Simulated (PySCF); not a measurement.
C4H13NSi, SMILES C(NC[SiH3])CC.

Coordinates come from a PBE0-D3(BJ)/def2-SVP optimisation. One conformer was computed; it need not be the lowest.

All values below come from PBE0-D3(BJ)/def2-SVP (PySCF 2.14.0).

Frequencies are harmonic and unscaled.

Computed vibrational spectrum:
| mode | ν (cm⁻¹) | IR (km/mol) | moving atoms (share of kinetic energy) |
|---|---|---|---|
| 1 | 60 | 0.2 | C 35 %, H 31 %, N 20 %, Si 15 % |
| 2 | 99 | 0.9 | H 49 %, C 29 %, N 13 %, Si 9 % |
| 3 | 101 | 0.3 | H 47 %, C 31 %, N 12 %, Si 10 % |
| 4 | 153 | 2.4 | C 45 %, H 40 %, N 13 % |
| 5 | 185 | 1.2 | H 73 %, C 15 %, N 12 % |
| 6 | 223 | 0.4 | C 39 %, H 33 %, Si 21 % |
| 7 | 248 | 0.2 | H 86 %, C 11 % |
| 8 | 373 | 1.2 | C 48 %, H 24 %, Si 15 %, N 14 % |
| 9 | 425 | 3.9 | C 46 %, H 32 %, N 21 % |
| 10 | 524 | 13.5 | H 94 % |
| 11 | 611 | 35.4 | H 62 %, Si 16 %, C 13 %, N 9 % |
| 12 | 727 | 20.0 | H 69 %, C 16 % |
| 13 | 764 | 1.7 | H 91 %, C 8 % |
| 14 | 780 | 71.0 | H 57 %, C 32 %, Si 8 % |
| 15 | 861 | 40.3 | H 70 %, C 23 % |
| 16 | 902 | 3.0 | H 80 %, C 17 % |
| 17 | 922 | 230.3 | H 88 %, Si 10 % |
| 18 | 927 | 17.0 | H 65 %, C 33 % |
| 19 | 943 | 38.0 | H 97 % |
| 20 | 948 | 46.9 | H 97 % |
| 21 | 1060 | 3.2 | C 60 %, H 27 %, N 14 % |
| 22 | 1094 | 5.1 | C 48 %, H 44 % |
| 23 | 1134 | 20.7 | H 75 %, C 22 % |
| 24 | 1153 | 1.1 | C 52 %, H 42 % |
| 25 | 1207 | 31.0 | N 39 %, H 37 %, C 23 % |
| 26 | 1226 | 1.6 | H 64 %, C 31 % |
| 27 | 1266 | 17.5 | H 59 %, C 35 % |
| 28 | 1273 | 4.4 | H 76 %, C 16 %, N 8 % |
| 29 | 1306 | 1.5 | H 86 %, C 10 % |
| 30 | 1319 | 5.1 | H 76 %, C 22 % |
| 31 | 1394 | 5.6 | H 78 %, C 22 % |
| 32 | 1417 | 3.1 | H 59 %, C 41 % |
| 33 | 1457 | 4.0 | H 88 %, C 11 % |
| 34 | 1467 | 1.3 | H 94 % |
| 35 | 1470 | 8.2 | H 97 % |
| 36 | 1479 | 3.1 | H 92 %, C 8 % |
| 37 | 1497 | 2.3 | H 91 %, C 8 % |
| 38 | 1504 | 43.2 | H 78 %, N 13 %, C 9 % |
| 39 | 2217 | 92.6 | H 97 % |
| 40 | 2225 | 130.6 | H 97 % |
| 41 | 2244 | 95.3 | H 96 % |
| 42 | 2929 | 73.2 | H 93 % |
| 43 | 2940 | 79.2 | H 94 % |
| 44 | 3043 | 14.9 | H 94 % |
| 45 | 3051 | 21.7 | H 97 % |
| 46 | 3058 | 42.8 | H 92 % |
| 47 | 3068 | 9.8 | H 92 %, C 8 % |
| 48 | 3106 | 12.8 | H 91 %, C 9 % |
| 49 | 3141 | 33.4 | H 91 %, C 9 % |
| 50 | 3152 | 21.2 | H 91 %, C 9 % |
| 51 | 3558 | 1.5 | H 93 % |
